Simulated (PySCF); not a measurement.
**Radial density of Pr (praseodymium, neutral)**

r2SCAN, [Xe] 4f3 6s1 6p1, one real determinant (an excited configuration). All numbers are calculated (PySCF 2.14, the spin-free X2C one-electron Hamiltonian (Gaussian nucleus), in x2c-TZVPPall (11s7p7d4f2g, 113 functions)).

```json
{"r (bohr)": "0.0274", "4πr²ρ (e/bohr)": "69.24", "4πr²(ρα − ρβ)": "0.0035"}
{"r (bohr)": "0.0461", "4πr²ρ (e/bohr)": "79.20", "4πr²(ρα − ρβ)": "0.0090"}
{"r (bohr)": "0.0776", "4πr²ρ (e/bohr)": "102.0", "4πr²(ρα − ρβ)": "0.0045"}
{"r (bohr)": "0.131", "4πr²ρ (e/bohr)": "75.25", "4πr²(ρα − ρβ)": "0.0100"}
{"r (bohr)": "0.220", "4πr²ρ (e/bohr)": "88.24", "4πr²(ρα − ρβ)": "0.2630"}
{"r (bohr)": "0.369", "4πr²ρ (e/bohr)": "36.66", "4πr²(ρα − ρβ)": "1.2870"}
{"r (bohr)": "0.621", "4πr²ρ (e/bohr)": "38.36", "4πr²(ρα − ρβ)": "2.6234"}
{"r (bohr)": "1.04", "4πr²ρ (e/bohr)": "13.39", "4πr²(ρα − ρβ)": "2.1673"}
{"r (bohr)": "1.76", "4πr²ρ (e/bohr)": "6.311", "4πr²(ρα − ρβ)": "0.7038"}
{"r (bohr)": "2.96", "4πr²ρ (e/bohr)": "1.059", "4πr²(ρα − ρβ)": "0.3487"}
{"r (bohr)": "4.97", "4πr²ρ (e/bohr)": "0.4627", "4πr²(ρα − ρβ)": "0.4580"}
{"r (bohr)": "8.36", "4πr²ρ (e/bohr)": "0.07476", "4πr²(ρα − ρβ)": "0.0747"}
{"r (bohr)": "14.1", "4πr²ρ (e/bohr)": "0.0001336", "4πr²(ρα − ρβ)": "0.0001"}
```

Densities and radii are taken from the X2C orbitals without a picture-change correction, which distorts them close to the nucleus.

⟨L²⟩ = 36.04 against 56 for a pure K term, so this real determinant mixes terms. Spin-orbit coupling, absent here, splits the open shell strongly.
